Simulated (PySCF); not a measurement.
SMILES C1C=C[C]=CC1 (C6H7), doublet (CAM-B3LYP/def2-SVP optimised geometry):

```
13

C      0.611     1.340    -1.167
C     -0.676     1.583    -0.987
C     -1.403     0.680     0.000
C     -0.808    -0.732     0.000
C      0.701    -0.732     0.000
C      1.385     0.270    -0.578
H     -1.209     2.406    -1.474
H     -1.323     1.123     1.011
H     -2.477     0.637    -0.234
H     -1.192    -1.304     0.858
H     -1.147    -1.275    -0.904
H      1.231    -1.583     0.438
H      2.477     0.281    -0.606
```

Method: PySCF 2.14.0 with unrestricted CAM-B3LYP/def2-TZVP.

Question: What are the frontier orbital energies (α orbitals alone; a β orbital can be the lowest empty one) and the dipole moment?

Answer: HOMO-2 -10.43 eV, HOMO-1 -8.12 eV, HOMO -7.56 eV, LUMO 0.30 eV, LUMO+1 2.03 eV; dipole moment 1.39 D.

On the same geometry unrestricted PBE/def2-TZVP (PySCF) gives HOMO-2 -7.75 eV, HOMO-1 -5.41 eV, HOMO -5.17 eV, LUMO -1.79 eV, LUMO+1 0.43 eV; dipole moment 1.44 D.

Meta-Löwdin charges at CAM-B3LYP/def2-TZVP: C1 -0.04, C2 -0.15, C3 -0.18, C4 -0.19, C5 -0.10, C6 -0.14, H7 0.13, H8 0.11, H9 0.11, H10 0.11, H11 0.11, H12 0.12, H13 0.13.
